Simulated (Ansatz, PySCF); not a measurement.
C4H10Si2, SMILES [SiH3]C([SiH3])CC#C.

The structure is a stationary point at TPSSh-D3(BJ)/def2-SVP. This is a generated structure with no PubChem entry under its InChIKey; it may be hypothetical. One conformer was computed; it need not be the lowest.

Vertical ionisation energy (IE) and electron affinity (EA) in eV. Rows of orbital energies are one-electron estimates. Where ΔSCF, EOM or ADC give a negative EA the extra electron is unbound and the value depends on the basis.

| level | IE | EA |
|---|---|---|
| −ε(HOMO), −ε(LUMO), M06-2X/def2-TZVP (PySCF) | 9.06 | -0.83 |
| −ε(HOMO), −ε(LUMO), PBE/def2-TZVP (PySCF) | 6.62 | 0.75 |
| ΔSCF, PBE0/def2-SVPD (Ansatz), final states of multiplicity 2 and 2 | 9.81 | -1.33 |
| ΔSCF, PBE/def2-SVPD (Ansatz), final states of multiplicity 2 and 2 | 9.43 | -1.09 |

### Question
What vertical singlet–triplet gap does ΔSCF give with PBE0/def2-SVPD (Ansatz, a quantum-chemistry and plane-wave program) and with PBE/def2-SVPD (Ansatz)? (The exact figures need the calculation; the answer reports its results.)

### Answer
5.41 and 5.44 eV (triplet above singlet where positive).
